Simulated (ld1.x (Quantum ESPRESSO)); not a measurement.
**What one change does to a pseudopotential (iodine (I), TM semilocal)**

| Quantity | Value |
| --- | --- |
| Element | I (Z = 53) |
| Generator | ld1.x (Quantum ESPRESSO) 7.5 |
| Type | norm-conserving Troullier–Martins (semilocal form) |
| Functional | Wu–Cohen |
| Relativity | scalar-relativistic |
| Frozen core | [Kr] 4d10 |
| Valence charge | 7 |
| Reference configuration | 5s2 5p5 |
| Partial waves | 5p (bound): rc 1.85 bohr; 5s (bound): rc 1.35 bohr |
| Local potential | the s channel |
| Core correction | none |

Change: wave 5s (bound): rc 1.35 bohr becomes 5s (bound): rc 1.38 bohr.

Cutoffs: the cutoffs (Ry, on a coarse ladder) from which the occupation-weighted sum of valence levels, in a spherical-Bessel basis at the reference potential, stays within 10 and 1 mRy of its value at 400 Ry; they do not see the model core or the augmentation charge, which bear on the density cutoff. Errors are all-electron minus pseudo energies relative to the spin-unpolarised reference configuration.

Task: What does the change do?

Result: The potential gets softer (70 Ry and 180 Ry → 70 Ry and 140 Ry); of the 7 tests that both files solve, the error grows in 1 and shrinks in 5 by more than 15 % and 0.3 meV (median size 12.4 → 8.3 meV); neither file shows a bound ghost. A larger radius leaves more room for a smooth pseudo-wave, so fewer plane waves are needed. A semilocal file is local in each channel, so a ghost entry of none says nothing of the separable form that plane-wave codes build from it.

| quantity | base | changed |
| --- | --- | --- |
| cutoff, loose | 70 Ry | 70 Ry |
| cutoff, tight | 180 Ry | 140 Ry |
| loose cutoff by channel (10 mRy a level) | p 12 Ry, s 45 Ry | p 12 Ry, s 40 Ry |
| bound ghosts | none | none |
| error for 5s2 5p4, meV [ΔE 11.16 eV] | -0.9 | -1.3 |
| error for 5s2 5p3, meV [ΔE 31.06 eV] | +5.4 | +2.5 |
| error for 5s2 5p2, meV [ΔE 60.48 eV] | +31 | +20 |
| error for 5s2 5p1, meV [ΔE 100.03 eV] | +98 | +68 |
| error for 5s1 5p5, meV [ΔE 22.18 eV] | +14 | +11 |
| error for 5s1 5p6, meV [ΔE 10.45 eV] | +12 | +8.3 |
| error for 5s2 5p5.3, meV [ΔE -1.78 eV] | +0.5 | +0.5 |
| s: phases at 2.01 bohr within 0.05 rad from the reference energy up to (Ry; the scan ends near 5) | 1.0 | 1.5 |
| p: phases at 2.01 bohr within 0.05 rad from the reference energy up to (Ry; the scan ends near 5) | 4.7 | 4.7 |
